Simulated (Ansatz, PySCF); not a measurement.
GaCl2I, SMILES [I][Ga]([Cl])[Cl].

Geometry: B3LYP-D3(BJ)/def2-SVP. The def2 effective core potentials stand for the cores of I; spin–orbit coupling is left out.

Vertical ionisation energy (IE) and electron affinity (EA) in eV. Rows of orbital energies are one-electron estimates. Where ΔSCF, EOM or ADC give a negative EA the extra electron is unbound and the value depends on the basis.

| level | IE | EA |
|---|---|---|
| −ε(HOMO), −ε(LUMO), M06-2X/def2-TZVP (PySCF) | 9.46 | 1.51 |
| −ε(HOMO), −ε(LUMO), PBE/def2-TZVP (PySCF) | 7.12 | 3.25 |
| ΔSCF, CAM-B3LYP/def2-SVPD (Ansatz), final states of multiplicity 2 and 2 | 10.54 | 0.98 |
| ΔSCF, PBE/def2-SVPD (Ansatz), final states of multiplicity 2 and 2 | 10.05 | 1.08 |

Task: What vertical singlet–triplet gap does ΔSCF give with CAM-B3LYP/def2-SVPD (Ansatz, a first-principles code) and with PBE/def2-SVPD (Ansatz)? (The exact figures need the calculation; the answer reports its results.)

Result: 4.44 and 4.00 eV (triplet above singlet where positive).
